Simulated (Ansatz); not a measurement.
NiH2(PH3)2 (NiP₂H₈) was relaxed with PBE-D4 (def2-SVP) in Ansatz in these states: charge +1 doublet, neutral singlet, neutral triplet. The geometries follow in no particular order.

A:

```xyz
11

Ni    0.546    0.067   -0.536
H     1.898   -0.051   -1.273
H     1.275    0.435   -1.847
P    -1.385    0.851   -0.790
H    -2.434    0.760    0.200
H    -2.231    0.422   -1.877
H    -1.600    2.256   -1.041
P     0.875   -0.911    1.293
H     1.906   -0.476    2.204
H     1.274   -2.297    1.340
H    -0.124   -1.055    2.327
```

B:

```xyz
11

Ni    1.0505   -0.1874    0.3086
H     0.2847   -1.4903    0.6869
H     2.3770   -0.5485   -0.3950
P     0.1102   -0.3113   -1.6321
H     0.3899    0.5765   -2.7351
H    -1.3208   -0.3301   -1.8306
H     0.3933   -1.5229   -2.3393
P    -0.4167    0.7769    1.6389
H    -0.4417    0.3730    3.0161
H    -1.7949    0.4818    1.3674
H    -0.6315    2.1822    1.9142
```

C:

```xyz
11

Ni   -0.045   -0.032    0.173
H    -0.257   -0.689    1.696
H    -0.601    0.075    1.746
P    -0.809    2.030   -0.201
H    -0.623    2.571   -1.510
H    -0.278    3.105    0.576
H    -2.206    2.280   -0.038
P     0.973   -1.913   -0.459
H     0.242   -3.138   -0.401
H     2.163   -2.307    0.226
H     1.443   -1.983   -1.807
```

Judge from the bond lengths which geometry belongs to which state (an estimate).

A is the neutral singlet (Ni1–P4 2.100 Å, Ni1–P8 2.100 Å, Ni1–H3 1.544 Å); B is the neutral triplet (Ni1–P4 2.160 Å, Ni1–P8 2.203 Å, Ni1–H3 1.544 Å); C is the charge +1 doublet (Ni1–P4 2.230 Å, Ni1–P8 2.230 Å, Ni1–H3 1.673 Å).

At PBE0-D4/def2-TZVP a singlet lies 1.51 eV below the neutral triplet. In the singlet, H2 and H3 lie 0.98 Å apart (atoms count from 1), so these atoms are partly bonded to each other. In the charge 1 doublet, H2 and H3 lie 0.84 Å apart (atoms count from 1), so H2 has formed as a molecule.
